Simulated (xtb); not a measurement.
H4GeO4, charge -1, doublet, geometry from GFN2-xTB (a state made from the parent by changing its charge; the spin is typed, not shown lowest); GFN2-xTB run with xtb.

xtb was given this input:
```
$ xtb mol.xyz --gfn 2 --chrg -1 --uhf 1 --ohess --json

# file mol.xyz
9

O      0.48967851     1.35799753    -0.98453359
Ge     0.09061734    -0.24082060    -0.04391532
O     -1.12653518     0.33448439     1.29316952
O     -1.42526134    -0.85147881    -1.34349784
O      1.78408963    -0.10212726     1.16960110
H     -0.20776662     1.41946446    -1.63101439
H     -0.56105738     0.62372796     2.00360483
H     -2.17725180    -0.82672429    -0.75779832
H      2.27054805     0.57878436     0.71258474
```

Question: Predict the main parts of the log of this xtb run.

Answer: 
```
   ID    Z sym.   atoms
    1    8 O      1, 3-5
    2   32 Ge     2
    3    1 H      6-9

           -------------------------------------------------
          |                Calculation Setup                |
           -------------------------------------------------

           -------------------------------------------------
          |                 G F N 2 - x T B                 |
           -------------------------------------------------

          ...................................................
          :                      SETUP                      :
          :.................................................:
          :  # basis functions                  30          :
          :  # atomic orbitals                  29          :
          :  # shells                           15          :
          :  # electrons                        33          :
          :  max. iterations                   250          :
          :  Hamiltonian                  GFN2-xTB          :
          :  restarted?                      false          :
          :  GBSA solvation                  false          :
          :  PC potential                    false          :
          :  electronic temp.          300.0000000     K    :
          :  accuracy                    1.0000000          :
          :  -> integral cutoff          0.2500000E+02      :
          :  -> integral neglect         0.1000000E-07      :
          :  -> SCF convergence          0.1000000E-05 Eh   :
          :  -> wf. convergence          0.1000000E-03 e    :
          :  Broyden damping             0.4000000          :
          :  net charge                         -1          :
          :  unpaired electrons                  1          :
          ...................................................

 iter      E             dE          RMSdq      gap      omega  full diag
   1    -19.9526609 -0.199527E+02  0.649E+00    5.06       0.0  T
   2    -19.9132761  0.393848E-01  0.855E+00    7.34       1.0  T
   3    -20.5101333 -0.596857E+00  0.422E+00    6.98       1.0  T
   4    -20.5509747 -0.408413E-01  0.152E+00    6.25       1.0  T
   5    -20.5772609 -0.262863E-01  0.397E-01    6.71       1.0  T
   6    -20.5773658 -0.104905E-03  0.203E-01    6.70       1.0  T
   7    -20.5774373 -0.714340E-04  0.366E-02    6.70       1.0  T
   8    -20.5774442 -0.689619E-05  0.249E-02    6.69       1.3  T
   9    -20.5774478 -0.361416E-05  0.288E-03    6.69      11.6  T
[...]
         :: total energy             -20.503588479419 Eh    ::
 * total energy  :   -20.5035885 Eh     change       -0.8135714E-12 Eh
   *** GEOMETRY OPTIMIZATION CONVERGED AFTER 1 ITERATIONS ***
         :: total energy             -20.503588479420 Eh    ::
[...]
       4    186.16    -0.67553 ( 99.48%)    -0.66697 (  0.52%)    -0.67548
       5    188.31    -0.66915 ( 99.51%)    -0.66356 (  0.49%)    -0.66913
       6    198.62    -0.63979 ( 99.60%)    -0.64779 (  0.40%)    -0.63982
       7    212.09    -0.60392 ( 99.69%)    -0.62835 (  0.31%)    -0.60400
       8    257.94    -0.49960 ( 99.86%)    -0.57040 (  0.14%)    -0.49970
       9    270.32    -0.47530 ( 99.88%)    -0.55652 (  0.12%)    -0.47540
   ------------------------------------------------------------------------

   temp. (K)  partition function   enthalpy   heat capacity  entropy
                                   cal/mol     cal/K/mol   cal/K/mol   J/K/mol
 298.15  VIB   400.                 4424.960     25.674     26.700
         ROT  0.877E+05              888.752      2.981     25.598
         INT  0.351E+08             5313.713     28.655     52.298
         TR   0.161E+28             1481.254      4.968     40.716
         TOT                        6794.9665    33.6228    93.0144   389.1721

       T/K    H(0)-H(T)+PV         H(T)/Eh          T*S/Eh         G(T)/Eh
   ------------------------------------------------------------------------
    298.15    0.108285E-01    0.586050E-01    0.441941E-01    0.144109E-01
   ------------------------------------------------------------------------

         :::::::::::::::::::::::::::::::::::::::::::::::::::::
         ::                  THERMODYNAMIC                  ::
         :::::::::::::::::::::::::::::::::::::::::::::::::::::
         :: total free energy         -20.489177614734 Eh   ::
         ::.................................................::
         :: total energy              -20.503588479419 Eh   ::
         :: zero point energy           0.047776523972 Eh   ::
         :: G(RRHO) w/o ZPVE           -0.033365659287 Eh   ::
         :: G(RRHO) contrib.            0.014410864685 Eh   ::
         :::::::::::::::::::::::::::::::::::::::::::::::::::::

optimized geometry written to: xtbopt.xyz

           -------------------------------------------------
          | TOTAL ENERGY              -20.503588479419 Eh   |
          | TOTAL ENTHALPY            -20.444983487129 Eh   |
          | TOTAL FREE ENERGY         -20.489177614734 Eh   |
          | GRADIENT NORM               0.000041222905 Eh/α |
          | HOMO-LUMO GAP               6.691691456088 eV   |
           -------------------------------------------------

normal termination of xtb
```
